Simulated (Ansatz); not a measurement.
Frontier orbitals of `O[SiH](O)C#C[SiH3]`.

Total charge 0; spin multiplicity 1. Geometry: relaxed with PBE0-D4/def2-TZVP. It is one conformer, not always the lowest. Basis def2-TZVPP, Ansatz.

Orbital energies of one run (eV). Highest occupied ones, from the top: -6.92, -7.05, -7.65, -8.03, -8.35, -8.76, -8.88, -8.97, -9.64, -9.92, -12.05, -12.78, -14.04, -14.66. Empty: -1.65, -1.45, -0.15, 0.04, 0.49, 0.79.

(1) Which functional gave them?
A. BHLYP
B. BLYP
C. r2SCAN0
D. r2SCAN

Answers

(1) B. HOMO energies: BLYP -6.92, r2SCAN -7.36, r2SCAN0 -8.54, BHLYP -9.43 eV.
